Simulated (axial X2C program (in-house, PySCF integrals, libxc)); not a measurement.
What spin–orbit coupling does to MgNi

Computed with an in-house relativistic program for diatomic molecules. Spin-free means the one-electron spin-free X2C Hamiltonian; two-component (2c) means X2C with spin–orbit coupling and atomic mean-field two-electron Coulomb and Gaunt terms, so the difference of the two also holds small scalar two-electron terms. Basis: Ni dyall-cv3z [9s9p6d3f2g], Mg dyall-cv3z [9s8p6d3f] (cores contracted in-house); Gaussian nuclei, density fitting, unrestricted open shells. Masses: Ni 57.935 u, Mg 23.985 u.

Spin-free state: M_S = 1, Λ = 0 (beyond evenly filled blocks: 2 × σα); fragments Ni + Mg.

```csv
level,Re (Å),ωe (cm⁻¹),De (eV),μ (D)
PBE0,2.567,221.2,0.751,0.66
MP2,2.527,234.4,0.564,n/a
CCSD,2.595,206.1,0.139,n/a
CCSD(T),2.542,227.9,n/a,n/a
LDA,2.422,269.3,1.259,1.15
```

Correlated methods: 12 electrons correlated (number of frozen shells: Ni 3 s, 2 p; Mg 2 s, 1 p), 294 virtual spin orbitals or spinors in MP2, 89 natural virtuals in coupled cluster.

Dipoles are positive if Mg is the positive end.

Two-component determinant lowest at the distance of the search:

Ω = 3 (⟨Sz⟩ = 1.00, ⟨Lz⟩ = 2.00 at HF); fragments Ni + Mg.

```tsv
level	Re (Å)	ωe (cm⁻¹)	De (eV)	μ (D)
PBE0	2.466	249.1	n/a	0.57
MP2	2.400	284.2	n/a	n/a
CCSD	2.461	251.9	0.279	n/a
CCSD(T)	2.424	276.5	n/a	n/a
LDA	2.379	283.4	n/a	1.10
```

(1) From the two tables, how do the constants change at the CCSD(T) level (2c against spin-free)?

One determinant describes the state; a PBE0 search over occupations chose it and may have missed a lower one. De is counted from the lowest determinant-based energies of the atoms at the same level, without counterpoise correction. De is not given where an atomic determinant may have missed its ground term or J level, or where the truncated virtual space spoils (T). Density functionals use the spin component along the axis (collinear). Coupled cluster ran in a truncated set of natural virtual spinors; the MP2 energy of the rest was added. (T) has no such correction and the atoms are truncated less, which lowers De at CCSD(T) by a hundredth of an eV or more. Other states lie close and PBE0, whose exact exchange favours high spin, may order them wrongly; the determinant shown need not be the ground state. The nearest other spin-free determinant of the search, M_S = 1, Λ = 2, lies 0.019 eV up at the distance of the search. The functionals have no current-density term, which raises determinants with orbital currents, atoms included. With several unpaired electrons one determinant need not be a pure state. A state of lower Ω lies just above, and one determinant can place such states too high, so the state shown need not be the lowest. The search has Ω = 1 only 0.05 eV up. At some level and bond length an empty orbital lies below a filled one. The determinant is spin-polarised beyond a pure state at some levels (its spin-free form has ⟨S²⟩ too high), which makes Re and μ there less reliable.

## Answers

(1) At the CCSD(T) level Re falls by 0.118 Å and ωe goes up by 48.6 cm⁻¹. The two determinants differ in configuration, so these shifts compare two states and are not the spin–orbit effect on one state.
